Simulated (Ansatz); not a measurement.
Two isomers of C2H5AlFN: A = `N/C=[CH]/[AlH][F]`, B = `FC[N]1[CH2][AlH]1`.

Calculated with Ansatz (gas phase, PBE0-D4/def2-TZVP geometries, no zero-point term in ΔE). CCSD(T)/CBS is the MP2 limit (def2-TZVPP, def2-QZVPP) plus CCSD(T) − MP2 in def2-TZVPP, frozen cores. DFT in def2-TZVPP. One conformer a species, not always the lowest.

Problem. Which is lower in electronic energy at CCSD(T)/CBS, and by how much? (Estimate.)

Solution. The calculation gave: A, by 74.7 kcal/mol.

Problem. Give E(B) − E(A) in kcal/mol with B2PLYP, CCSD/def2-TZVPP, HF/def2-TZVPP, CCSD(T)/def2-TZVPP, MP2/def2-TZVPP, ωB97M-V, PBE-D4. (An estimate is asked.)

Solution. Ansatz gave: B2PLYP 75.4, CCSD/def2-TZVPP 74.0, HF/def2-TZVPP 80.2, CCSD(T)/def2-TZVPP 73.4, MP2/def2-TZVPP 74.6, ωB97M-V 73.0, PBE-D4 70.5. None reverses the order clearly.

Largest T1 diagnostic: 0.014.

From PBE to PBE0 (25 % exact exchange), in def2-TZVPP and without D4, E(B) − E(A) moves by +1.1 kcal/mol. In def2-TZVPP, CCSD(T) changes the Hartree–Fock value by −6.8 kcal/mol (the triples alone add −0.6 kcal/mol) and MP2 by −5.6 kcal/mol.
